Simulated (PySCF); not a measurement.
BrOSn, multiplicity 2. Atoms are numbered in the order given.

```xyz
3

Sn     0.3038     0.9012     0.0000
O     -1.6158     1.3384     0.0000
Br    -0.0647    -1.5933     0.0000
```
Charge 0, spin multiplicity 2.

Coordinates come from a r2SCAN-D4/def2-TZVP optimisation. The def2 effective core potentials stand for the cores of Sn; spin–orbit coupling is left out.

Level of theory: CAM-B3LYP/def2-TZVPD (PySCF).

Mulliken values depend strongly on the basis, most of all with diffuse functions as here. ESP charges are fitted to the potential on shells at 1.4 to 2.0 van der Waals radii. Atomic charges (e):

| atom | Mulliken | ESP fit | Mulliken spin |
|---|---|---|---|
| Sn1 | 0.80 | 0.49 | -0.04 |
| O2 | -0.44 | -0.29 | 0.97 |
| Br3 | -0.36 | -0.20 | 0.07 |
